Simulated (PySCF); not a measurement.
Simulation results for AlCl2

Calculation on a computer-drawn molecule: vertical ionisation energy to the stated ion spin, frozen-core CCSD(T) at the basis limit and cheaper methods, single-reference cases, UHF for radicals, no spin-orbit; all values are single points at the evaluated structure, the first of each entry, which is the reference or a displaced copy of it and isn't optimised; the reference structure only sets the zero of the energies above reference; triples share is (T) over the correlation energy. Program: PySCF 2.14.0.

Common to all runs: charge 0; multiplicity 2; ion multiplicity 1; diffuse functions no; basis cc-pV(n+d)Z; reference is the Hartree-Fock double-zeta minimum; best is HF at quadruple zeta + MP2 correlation extrapolated from triple and quadruple zeta + CCSD(T) minus MP2 at triple zeta; basis step is the size of the change from the same recipe one zeta lower.

(1) 
```xyz
3
formula=AlCl2
Cl     0.6698    -0.4157    -1.5915
Al    -0.6374     0.8030    -0.4690
Cl    -2.3504     1.5811    -1.4384
```

Reference structure:
```xyz
3
AlCl2
Cl     0.6710    -0.4172    -1.5937
Al    -0.6353     0.8067    -0.4686
Cl    -2.3476     1.5792    -1.4387
```

Drawn bonds:
| atom | other atom | order |
| --- | --- | --- |
| 1 | 2 | 1 |
| 2 | 3 | 1 |

(2) 
```xyz
3
formula=AlCl2
Cl     0.6802    -0.4808    -1.5928
Al    -0.6354     0.8021    -0.4624
Cl    -2.2934     1.5134    -1.4442
```

Reference structure:
```xyz
3
AlCl2
Cl     0.6710    -0.4172    -1.5937
Al    -0.6353     0.8067    -0.4686
Cl    -2.3476     1.5792    -1.4387
```

Drawn bonds:
| atom | other atom | order |
| --- | --- | --- |
| 1 | 2 | 1 |
| 2 | 3 | 1 |

To be estimated
1. Give the missing triples share at triple zeta for AlCl2 (entry 1).
2. AlCl2 (entry 1): dipole magnitude CCSD unrelaxed at triple zeta?
3. Estimate the energy above reference basis step of AlCl2 (entry 1).
4. Estimate the dipole magnitude PBE at triple zeta of AlCl2 (entry 2).
5. Give the table of triple zeta values for AlCl2 (entry 2).

Answers
1. 0.04154
2. 1.563 debye
3. 0.005493 kcal/mol
4. 1.513 debye
5. 
Triple zeta:
| method | ionisation energy (eV) | energy above reference (kcal/mol) |
| --- | --- | --- |
| HF | 8.773 | 0.8934 |
| PBE | 8.758 | 1.007 |
| r2SCAN | 8.955 | 0.89 |
| B3LYP | 8.908 | 0.9784 |
| wB97X | 8.873 | 0.8526 |
| MP2 | 8.753 | 0.9255 |
| CCSD | 8.803 | 0.9498 |
| CCSD(T) | 8.761 | 0.9709 |

Further results for AlCl2 (entry 1):

* ionisation energy best: 8.834 eV
* ionisation energy basis step: 0.06557 eV
* energy above reference best: -0.006049 kcal/mol
* total energy HF triple zeta: -1161.0941 hartree
* total energy CCSD(T) triple zeta: -1161.5721 hartree
* total energy best: -1161.6574 hartree
* T1 diagnostic at triple zeta: 0.01216
* D1 diagnostic at triple zeta: 0.03836
* spin squared at triple zeta: 0.7534
* ion T1 diagnostic at triple zeta: 0.01419
* ion D1 diagnostic at triple zeta: 0.04191
* basis functions triple zeta: 117
* dipole magnitude HF at triple zeta: 1.787 debye
* dipole magnitude PBE at triple zeta: 1.408 debye
* dipole magnitude r2SCAN at triple zeta: 1.52 debye
* dipole magnitude B3LYP at triple zeta: 1.606 debye
* dipole magnitude wB97X at triple zeta: 1.573 debye

Triple zeta:
| method | ionisation energy (eV) | energy above reference (kcal/mol) |
| --- | --- | --- |
| HF | 8.757 | -0.004594 |
| PBE | 8.748 | 0.001613 |
| r2SCAN | 8.943 | -0.004556 |
| B3LYP | 8.897 | -0.0009141 |
| wB97X | 8.862 | -0.007667 |
| MP2 | 8.739 | -0.004572 |
| CCSD | 8.789 | -0.005385 |
| CCSD(T) | 8.747 | -0.003955 |

Further results for AlCl2 (entry 2):

- ionisation energy best: 8.847 eV
- ionisation energy basis step: 0.06539 eV
- energy above reference best: 0.8673 kcal/mol
- energy above reference basis step: 0.103 kcal/mol
- total energy HF triple zeta: -1161.0927 hartree
- total energy CCSD(T) triple zeta: -1161.5706 hartree
- total energy best: -1161.6560 hartree
- T1 diagnostic at triple zeta: 0.01207
- D1 diagnostic at triple zeta: 0.0384
- spin squared at triple zeta: 0.7534
- ion T1 diagnostic at triple zeta: 0.01419
- ion D1 diagnostic at triple zeta: 0.04227
- triples share at triple zeta: 0.04148
- basis functions triple zeta: 117
- dipole magnitude HF at triple zeta: 1.913 debye
- dipole magnitude CCSD unrelaxed at triple zeta: 1.68 debye
- dipole magnitude r2SCAN at triple zeta: 1.633 debye
- dipole magnitude B3LYP at triple zeta: 1.712 debye
- dipole magnitude wB97X at triple zeta: 1.691 debye
